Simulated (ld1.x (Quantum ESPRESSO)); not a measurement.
## Varying the TM semilocal potential for tantalum

Base potential:

```json
{
  "Element": "Ta",
  "Generator": "ld1.x (Quantum ESPRESSO) 7.5",
  "Type": "norm-conserving Troullier–Martins (semilocal form)",
  "Functional": "PBE",
  "Relativity": "scalar-relativistic",
  "Frozen core": "[Kr] 4d10 4f14 5s2",
  "Valence charge": "11",
  "Reference configuration": "5p6 5d4 6s1 6p0",
  "Partial waves": "6s (bound): rc 2.30 bohr; 5p (bound): rc 1.75 bohr; 5d (bound): rc 2.10 bohr",
  "Local potential": "the d channel",
  "Core correction": "Bessel-smoothed model core inside 1.10 bohr"
}
```

All-electron outer shells of the reference configuration (PBE, scalar-relativistic, ld1.x):

| shell | level (eV) | outermost node (bohr) | outermost maximum (bohr) |
| --- | --- | --- | --- |
| 5s | -71.32 | 0.54 | 0.98 |
| 5p | -37.84 | 0.58 | 1.13 |
| 4f | -23.01 | – | 0.44 |
| 6s | -4.96 | 1.33 | 2.81 |
| 5d | -2.64 | 0.65 | 1.60 |
| 6p | -1.21 | 1.61 | 4.09 |

Cutoffs, loose and tight: the cutoffs (Ry, on a coarse ladder) from which the occupation-weighted sum of valence levels, in a spherical-Bessel basis at the reference potential, stays within 10 and 1 mRy of its value at 400 Ry. They do not see the model core or the augmentation charge, which bear on the density cutoff. Test errors are all-electron minus pseudo excitation energies from the reference, over the configurations 5p6 5d3 6s2 6p0; 5p6 5d3 6s1 6p0; 5p6 5d3 6s0 6p0; 5p6 5d2 6s2 6p0; 5p6 5d2 6s0 6p0; 5p6 5d3 6s1 6p1; 5p6 5d1 6s0 6p0. A dash means not determined; rows that change the core or the reference have their own tests.

A semilocal file is local in each channel, so a ghost entry of none says nothing of the separable form that plane-wave codes build from it.

```tsv
change	outcome	cutoff, loose	cutoff, tight	bound ghosts	largest test error (meV)
base	generated	40 Ry	70 Ry	none	-179
wave 5p (bound): rc 1.75 bohr becomes 5p (bound): rc 1.20 bohr	generated	100 Ry	140 Ry	none	-193
wave 5p (bound): rc 1.75 bohr becomes 5p (bound): rc 1.28 bohr	generated	100 Ry	140 Ry	none	-193
wave 5p (bound): rc 1.75 bohr becomes 5p (bound): rc 2.02 bohr	generated	30 Ry	40 Ry	none	-164
wave 5p (bound): rc 1.75 bohr becomes 5p (bound): rc 2.26 bohr	generated	30 Ry	40 Ry	none	+179
wave 5p (bound): rc 1.75 bohr becomes 5p (bound): rc 2.42 bohr	generated	30 Ry	40 Ry	none	+183
wave 5p (bound): rc 1.75 bohr becomes 5p (bound): rc 2.58 bohr	generated	30 Ry	40 Ry	none	-162
```

(1) What comes out with this change to the base: wave 5p (bound): rc 1.75 bohr becomes 5p (bound): rc 1.90 bohr?

(2) What comes out with this change to the base: wave 5p (bound): rc 1.75 bohr becomes 5p (bound): rc 1.54 bohr?

(3) What comes out with this change to the base: wave 5p (bound): rc 1.75 bohr becomes 5p (bound): rc 1.68 bohr?

## Answers

(1) outcome: generated; cutoff, loose: 35 Ry; cutoff, tight: 45 Ry; bound ghosts: none; largest test error (meV): -172.

(2) outcome: generated; cutoff, loose: 55 Ry; cutoff, tight: 100 Ry; bound ghosts: none; largest test error (meV): -188.

(3) outcome: generated; cutoff, loose: 45 Ry; cutoff, tight: 80 Ry; bound ghosts: none; largest test error (meV): -183.

Reading the sweep of the p radius (base included, trends over the rows without a ghost): The loose cutoff falls from 100 Ry at 1.2 to 30 Ry at 2.58 bohr. A larger radius leaves more room for a smooth pseudo-wave, so fewer plane waves are needed; a smaller one forces it to follow the all-electron wave where it bends sharply. The median size of the test errors (rows with all tests solved) is not monotonic: lowest 11.3 meV at 1.2 bohr, highest 26.4 meV at 1.54 bohr.
